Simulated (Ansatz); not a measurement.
The cluster Li₅H₁₀⁻, relaxed as a singlet with RKS PBE-D4/def2-TZVPD in Ansatz, starting from the GFN1-xTB geometry. Force threshold 0.02 eV/Å.

The structure comes from a short search, and lower isomers may exist.

Start:

```xyz
15

Li   -1.8501   -1.0715   -1.4724
Li    0.6680    1.1373    1.1456
Li   -0.9802    1.0721   -1.5729
Li   -1.6738   -0.0012    0.7846
Li    0.6943   -1.3458   -0.0822
H    -2.6204    0.4353   -0.7647
H     2.0193   -2.4091   -0.7588
H     1.3573    2.3235    2.3319
H    -0.8211   -0.3672   -2.6776
H    -1.0742   -1.7415   -0.0008
H     0.1933    1.8159   -0.5196
H     1.6772   -0.3737    0.9316
H    -0.8559    0.8262    2.0724
H     1.8562    2.3975    1.7341
H     1.4101   -2.6977   -1.1512
```

```json
{"step": "1", "energy (eV)": "-1182.7560", "largest force component (eV/Å)": "0.597", "SCF passes": "15"}
{"step": "2", "energy (eV)": "-1182.8656", "largest force component (eV/Å)": "0.180", "SCF passes": "16"}
{"step": "3", "energy (eV)": "-1182.9342", "largest force component (eV/Å)": "0.121", "SCF passes": "17"}
{"step": "4", "energy (eV)": "-1183.0193", "largest force component (eV/Å)": "0.210", "SCF passes": "15"}
{"step": "5", "energy (eV)": "-1183.0936", "largest force component (eV/Å)": "0.163", "SCF passes": "15"}
{"step": "6", "energy (eV)": "-1183.1591", "largest force component (eV/Å)": "0.137", "SCF passes": "15"}
{"step": "7", "energy (eV)": "-1183.1877", "largest force component (eV/Å)": "0.195", "SCF passes": "16"}
{"step": "8", "energy (eV)": "-1183.1999", "largest force component (eV/Å)": "0.085", "SCF passes": "16"}
{"step": "9", "energy (eV)": "-1183.2029", "largest force component (eV/Å)": "0.044", "SCF passes": "17"}
{"step": "10", "energy (eV)": "-1183.2050", "largest force component (eV/Å)": "0.145", "SCF passes": "17"}
{"step": "11", "energy (eV)": "-1183.2076", "largest force component (eV/Å)": "0.083", "SCF passes": "18"}
{"step": "12", "energy (eV)": "-1183.2091", "largest force component (eV/Å)": "0.029", "SCF passes": "17"}
{"step": "13", "energy (eV)": "-1183.2101", "largest force component (eV/Å)": "0.043", "SCF passes": "17"}
{"step": "14", "energy (eV)": "-1183.2106", "largest force component (eV/Å)": "0.039", "SCF passes": "12"}
{"step": "15", "energy (eV)": "-1183.2107", "largest force component (eV/Å)": "0.014", "SCF passes": "11"}
```

Force components are those of the run's own axes.

End:

Cartesian coordinates in Å:
```
Li -1.995 -1.059 -1.325
Li 0.813 0.640 1.387
Li -0.989 1.016 -1.685
Li -1.561 0.401 0.786
Li 0.495 -0.845 -0.554
H -2.638 0.623 -0.976
H 2.030 -2.418 -0.835
H 1.015 2.491 2.199
H -0.586 -0.613 -2.401
H -1.180 -1.393 0.179
H -0.010 1.068 -0.255
H 1.857 -0.649 0.683
H -0.720 0.930 2.326
H 1.711 2.608 1.906
H 1.758 -2.801 -1.435
```

Bonds lost: Li2–H8, Li2–H14, Li5–H7 (atoms count from 1). Metal–metal contacts that move far: Li3–Li5 3.30 to 2.64 Å. The end holds 2 separate pieces.

No frequencies were taken in this run, so the end may be a saddle point.

Hardware: 4 threads of Arm Neoverse V2 on a shared host. Wall time 17 s.
